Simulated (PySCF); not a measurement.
Spectrum to structure. Computed with TDDFT CAM-B3LYP/def2-SVPD, vertical, gas phase, core orbitals frozen in the response (PySCF). Geometries: PBE0-D3(BJ)/def2-SVP, one conformer each.

| state | E (eV) | f | main configurations (H = HOMO, L = LUMO) |
| --- | --- | --- | --- |
| S1 | 8.97 | 0.011 | H→L (95%) |
| S2 | 9.40 | 0.063 | H-1→L (88%) |
| S3 | 9.41 | 0.069 | H-2→L (89%) |
| S4 | 9.78 | 0.162 | H→L+1 (91%) |
| S5 | 9.90 | 0.0061 | H→L+2 (48%), H-3→L (32%) |
| S6 | 9.98 | 0.0035 | H-3→L (35%), H→L+2 (35%) |
| S7 | 10.01 | 0.058 | H→L+3 (84%) |
| S8 | 10.21 | 0.0001 | H→L+6 (61%) |
| S9 | 10.24 | 0.019 | H-1→L+1 (44%), H-2→L+2 (12%), H-1→L+3 (10%) |
| S10 | 10.31 | 0.0006 | H-1→L+2 (34%), H-2→L+1 (32%), H-2→L+3 (12%) |

Triplets computed (Tamm–Dancoff): 8.83, 9.18, 9.21, 9.57 eV.

Question: Which candidate is it?
A. `C=CC[SiH2]C(F)(F)F`
B. `CCc1ccc(F)cc1`
C. `C1C2(C1)C=CC=C2CF`
D. `CC(C)(C)C(C)(F)F`
E. `FC(F)(F)/C=C/C[SiH3]`

Answer: D. Its S1, at 8.97 eV, is the highest among the candidates; the nearest of the others has S1 at 6.86 eV. S1 is HOMO→LUMO (95%). Löwdin shares by element: HOMO carbon 37% or more, fluorine 22% (atoms not listed hold the other 40%); LUMO carbon 41% or more (atoms not listed hold the other 59%). At the same level the other candidates give, for their lowest levels:
- `CCc1ccc(F)cc1`: 5.29 eV (f 0.018); 6.07 eV (f 0.029); 6.89 eV (f 0.256); 7.03 eV (f 0.492); 7.06 eV (f 0.440); T1 4.04 eV; HOMO -8.15, LUMO 0.54 eV
- `C=CC[SiH2]C(F)(F)F`: 6.86 eV (f 0.310); 6.99 eV (f 0.094); 7.57 eV (f 0.051); 7.81 eV (f 0.020); 7.92 eV (f 0.069); T1 4.22 eV; HOMO -8.89, LUMO 0.80 eV
- `FC(F)(F)/C=C/C[SiH3]`: 6.78 eV (f 0.522); 7.33 eV (f 0.006); 8.00 eV (f 0.003); 8.13 eV (f 0.016); 8.22 eV (f 0.009); T1 4.20 eV; HOMO -9.26, LUMO 0.32 eV
- `FCC1=CC=CC12CC2`: 4.81 eV (f 0.101); 6.11 eV (f 0.189); 6.45 eV (f 0.012); 6.84 eV (f 0.043); 7.01 eV (f 0.034); HOMO -7.64, LUMO 0.12 eV

Conformer computed: `[CH3:1][C:2]([CH3:3])([CH3:4])[C:5]([CH3:6])([F:7])[F:8]`: C1–C2–C5–C6 179°.
